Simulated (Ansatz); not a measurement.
Cost and result for the atomization energy of `FC(F)(F)C1=CC(C(F)(F)F)=[O+][Sn-]([Cl])[O]1` (16 atoms, 16 bonds).

```tsv
atom	x (Å)	y (Å)	z (Å)
F1	-1.159	2.197	-1.689
C2	-1.458	0.925	-1.945
F3	-2.780	0.786	-1.856
F4	-1.090	0.655	-3.192
C5	-0.773	-0.047	-0.969
C6	-0.048	0.477	0.094
C7	0.493	-0.325	1.092
C8	1.150	0.353	2.306
F9	0.437	0.090	3.401
F10	1.226	1.676	2.171
F11	2.379	-0.117	2.482
O12	0.493	-1.578	1.170
Sn13	0.040	-2.999	-0.428
Cl14	2.035	-2.387	-1.571
O15	-0.990	-1.253	-1.245
H16	0.046	1.546	0.180
```

The species carries charge 0 and has multiplicity 1. Correlated methods include outer-core shells of Sn, which these sets cover unevenly. Sn takes the def2 core potential. The structure was optimised at the PBE0-D4/def2-TZVP level. Program: Ansatz. All runs use 11 threads of an AMD EPYC 7R13 on a shared host and a whole NVIDIA H100 80 GB. Times are those of one run each, without the atoms' runs, and a repeat can differ threefold. Electronic energies, without spin–orbit coupling; frozen cores. CCSD(T)/CBS adds CCSD(T) − MP2 in def2-TZVPP to the MP2 limit, and its time is that of the two runs behind it. T1 = 0.016. With those shells the extrapolation isn't a true limit. HSE06 is the plane-wave form, built on full-range PBE exchange.

CCSD(T)/CBS is a level of theory with its own doubt, some kJ/mol a heavy atom from the limit and from the frozen cores, so smaller differences don't rank the functionals.

```csv
level,functions,wall time,atomization (kcal/mol),difference from CCSD(T)/CBS,per bond
PBE0-D4/def2-TZVPP,509,2.1 s,1717.2,22.2,1.4
revPBE-D4/def2-TZVPP,509,2.3 s,1723.6,28.6,1.8
BHLYP-D4/def2-TZVPP,509,2.3 s,1586.9,-108.1,-6.8
BLYP-D4/def2-TZVPP,509,2.3 s,1717.7,22.7,1.4
HSE06-D4/def2-TZVPP,509,2.4 s,1719.1,24.1,1.5
ωB97X-V/def2-TZVPP,509,3.4 s,1705.6,10.6,0.7
PBE-QIDH/def2-TZVPP,509,3.4 s,1688.4,-6.6,-0.4
B2PLYP/def2-TZVPP,509,3.5 s,1673.6,-21.4,-1.3
ωB97M-V/def2-TZVPP (with forces),509,3.9 s,1704.4,9.4,0.6
MP2/def2-QZVPP,923,6 s,1763.4,68.4,4.3
CCSD(T)/def2-SVP,231,7 s,1605.8,-89.2,-5.6
CCSD(T)/def2-TZVPP,509,110 s,1638.5,-56.5,-3.5
CCSD(T)/CBS(def2),–,120 s,1695.0,0.0,0.0
```

In def2-TZVPP, CCSD(T) changes the Hartree–Fock value by +519.1 kcal/mol (the triples alone add +48.2 kcal/mol) and MP2 by +610.3 kcal/mol; breaking electron pairs costs correlation energy, which Hartree–Fock lacks. From PBE to PBE0 (25 % exact exchange), in def2-TZVPP and without D4, the atomization energy moves by −77.9 kcal/mol: exact exchange takes away binding that semilocal exchange gives to molecules. At CCSD(T), def2-SVP lies −89.2 kcal/mol from the extrapolated value and def2-TZVPP −56.5 kcal/mol: correlation converges slowly with the basis, and small sets miss more of it in the bonded molecule than in its fragments.

Spin–orbit coupling would lower the free Sn atoms strongly, and the atomization energy with them, by more than many differences here. For some Ge, Se and Sn compounds the MP2-based and the directly extrapolated limit differ by 10 to 25 kJ/mol.
